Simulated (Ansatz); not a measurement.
`O[SiH](O)N[Si](F)(F)F` → `[NH][Si](F)(F)F`• + `O[SiH]O`•  (homolysis of the N–Si bond)

Program: Ansatz. Geometries: PBE0-D4/def2-TZVP. ΔE: electronic, gas phase. CCSD(T)/CBS adds triple-zeta CCSD(T) − MP2 to the extrapolated MP2 energy (def2 sets, frozen cores). Functionals use def2-TZVPP. Open shells (•) are unrestricted, without spin–orbit coupling. Each species was taken in one conformer, which may not be the lowest.

```tsv
level	ΔE (kJ/mol)
PBE-D4	514.2
B97M-V	529.0
BLYP	478.7
PBE0	511.9
r2SCAN0	512.2
BHLYP	508.7
MP2/def2-TZVPP	560.7
MP2/CBS(def2)	572.5
```

(1) What does CCSD(T)/CBS give? (An estimate is asked.)

(2) What do rigid-rotor, harmonic-oscillator terms from PBE0-D4/def2-TZVP frequencies (298.15 K, 1 bar) make of the CCSD(T)/CBS value? (An estimate is asked.)

Largest T1 diagnostic among the species: 0.015.

Results:

(1) Computed: +548.2 kJ/mol. The listed levels differ from it by -34.0, -19.2, -69.5, -36.3, -36.0, -39.5, 12.5, 24.3 kJ/mol.

(2) Ansatz gave: ΔZPE = -18.8 kJ/mol, ΔH = +532.8 kJ/mol, ΔS = 194 J/(mol·K), ΔG = +474.8 kJ/mol. Open shells count their whole term as degenerate. Modes under 50 cm⁻¹ make the entropy rough.

From r2SCAN to r2SCAN0 (25 % exact exchange), in def2-TZVPP and without D4, ΔE moves by +3.7 kJ/mol. At CCSD(T), def2-SVP lies −17.6 kJ/mol from the extrapolated value and def2-TZVPP −11.9 kJ/mol: correlation converges slowly with the basis, and small sets miss more of it in the bonded molecule than in its fragments.
